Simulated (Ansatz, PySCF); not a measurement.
System: C2H9N2Si (charge 0, doublet). It need not be the lowest isomer of its formula. 
Geometry from a B3LYP-D3(BJ)/def2-TZVP (Ansatz, a program for electronic structure) optimisation:
```
Si
N 1 1.7210
H 2 1.0070 1 121.00
H 2 1.0078 3 111.79 1 -151.78
N 1 1.7290 2 104.84 3 159.10
H 5 1.0081 1 120.11 2 160.03
H 5 1.0088 6 111.00 1 -146.65
C 1 1.8487 2 105.44 3 36.15
H 8 1.0856 1 122.77 2 -152.71
H 8 1.0857 9 113.92 1 174.60
C 1 1.8740 2 117.22 3 -84.71
H 11 1.0920 1 110.73 2 61.28
H 11 1.0921 12 108.01 1 121.72
H 11 1.0937 12 107.50 13 116.18
```
Charge 0, spin multiplicity 2.

Property: atomisation energy (electronic, to ground-state atoms), in kcal/mol. Cores are frozen in the correlated levels unless marked. UHF or UKS for open shells. No spin-orbit coupling. Non-relativistic. The coupled-cluster limit lacks core correlation, which all-electron functionals hold. Basis-set limits of correlation are two-point, X^-3; Hartree-Fock from the larger set. The bracket is a focal-point correction in the basis named.

```
level                       program  atomisation energy (kcal/mol)
--------------------  -------------  -----------------------------
HF/6-31G                     Ansatz                          794.1
HF-D3(BJ)/def2-TZVPD  PySCF + dftd3                          934.5
```

Problem. What does RI-MP2/CBS(cc-pV(T+d)Z,cc-pV(Q+d)Z)+[CCSD(T)-MP2]/cc-pV(D+d)Z (Ansatz) give?

Solution. 1220.8 kcal/mol
